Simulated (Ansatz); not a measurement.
## Reading a saddle point

A first-order saddle point of BNH5O2F, singlet, PBE0-D4/def2-TZVP, with one imaginary mode of 919i cm⁻¹:

B1  (-0.357, 0.144, -0.223)
N2  (1.153, -0.144, -0.104)
O3  (-0.926, -0.483, -1.291)
O4  (-0.902, 1.289, 0.310)
H5  (0.734, -0.801, 0.821)
F6  (-0.355, -1.025, 1.317)
H7  (1.744, 0.642, 0.128)
H8  (1.538, -0.678, -0.871)
H9  (-1.868, -0.305, -1.344)
H10  (-0.762, 1.360, 1.256)
(Å)

Computed with Ansatz 0.2.0 (basis: def2-TZVPP and def2-QZVPP); correlated methods freeze the cores. Extrapolation: Hartree–Fock as exp(−7.88 √X), correlation as X^−2.97.

**Question.** Which contacts change along the imaginary mode, and what lies on either side? (Judge from chemistry; the calculation decides.)

**Answer.** The calculation gives: The step is BNH₄O₂ ([NH2][B]([OH])[OH]) + HF → BH₂O₂F ([OH][B]([OH])[F]) + NH₃ (still joined by a long B–N bond), with the molecules in contact on both sides. Shortening one way: B1–F6, N2–H5; lengthening the same way: B1–N2, H5–F6.
| pair | one side (Å) | saddle (Å) | other side (Å) |
| --- | --- | --- | --- |
| B1–F6 | 3.10 | 1.93 | 1.40 |
| N2–H5 | 1.71 | 1.21 | 1.01 |
| B1–N2 | 1.45 | 1.54 | 1.70 |
| H5–F6 | 0.96 | 1.22 | 2.57 |

**Question.** Which side is lower, and how far does the saddle lie above each? (An estimate is asked for; the value comes from the calculation.)

**Answer.** The calculation gives: The side with B1–F6, N2–H5 short is lower by 0.491 eV; the saddle lies 1.408 eV above it and 0.917 eV above the other (CCSD(T) at an estimated basis limit (MP2 extrapolated from triple and quadruple zeta, plus CCSD(T) − MP2 in triple zeta); electronic energies).

No T1 diagnostic of these runs exceeds 0.013.

Steps of this kind, hydrogen fluoride cutting a network bond, underlie vapour etching and the fluorination step of atomic layer etching.

Labels in which every atom is bracketed show which atoms are joined, not bond orders.

For scale, one of the runs: CCSD(T)/def2-TZVPP, 225 basis functions, launched by `ansatz run in.yaml --threads 4 --pin off --events-out ev --progress --plain --max-ram 9574MiB`. Hardware: 4 CPU threads of an Arm Neoverse V1, shared host. Wall time 120 s; peak host memory 4.1 GiB.
